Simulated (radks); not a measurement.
All-electron atom: La III in [Xe] 5d1 (the NIST ground configuration). Method: scalar-relativistic Kohn-Sham, PBEsol, spin-polarised, spherical densities, finite nucleus; open shells are filled with parallel spins first (spin-orbit coupling, left out, can overturn this in heavy ions); Fermi nuclear charge, rms radius 4.855 fm; computed with a radial shooting solver on a logarithmic mesh with Libxc functionals.

Unscreened Slater integrals over Kohn-Sham orbitals (eV). They are taken over the spin-up orbitals.

\begin{tabular}{lr}
integral & value \\ \hline
F0(5d,5d) & 9.5546 \\
F2(5d,5d) & 5.0279 \\
F4(5d,5d) & 3.3403 \\
F0(5d,5p) & 11.007 \\
F2(5d,5p) & 5.3270 \\
G1(5d,5p) & 6.1663 \\
G3(5d,5p) & 3.8251 \\
F0(5d,5s) & 11.405 \\
G2(5d,5s) & 3.8715 \\
F0(5d,4d) & 12.434 \\
F2(5d,4d) & 2.4416 \\
F4(5d,4d) & 1.0176 \\
G0(5d,4d) & 0.53267 \\
G2(5d,4d) & 0.63804 \\
G4(5d,4d) & 0.52515 \\
F0(5p,5p) & 13.663 \\
F2(5p,5p) & 7.3854 \\
F0(5p,5s) & 14.561 \\
G1(5p,5s) & 9.7647 \\
F0(5p,4d) & 17.039 \\
F2(5p,4d) & 4.9076 \\
G1(5p,4d) & 1.4106 \\
G3(5p,4d) & 1.3674 \\
F0(5s,5s) & 15.723 \\
F0(5s,4d) & 19.191 \\
G2(5s,4d) & 2.1616 \\
F0(4d,4d) & 31.928 \\
F2(4d,4d) & 16.256 \\
F4(4d,4d) & 10.866 \\
\end{tabular}

Derived for the open shells (J is the average intra-shell exchange parameter used in DFT+U). 5d: Racah B = F2/49 - 5 F4/441 = 0.06474 eV, C = 35 F4/441 = 0.2651 eV, C/B = 4.10, F4/F2 = 0.664, J = (F2 + F4)/14 = 0.5977 eV.
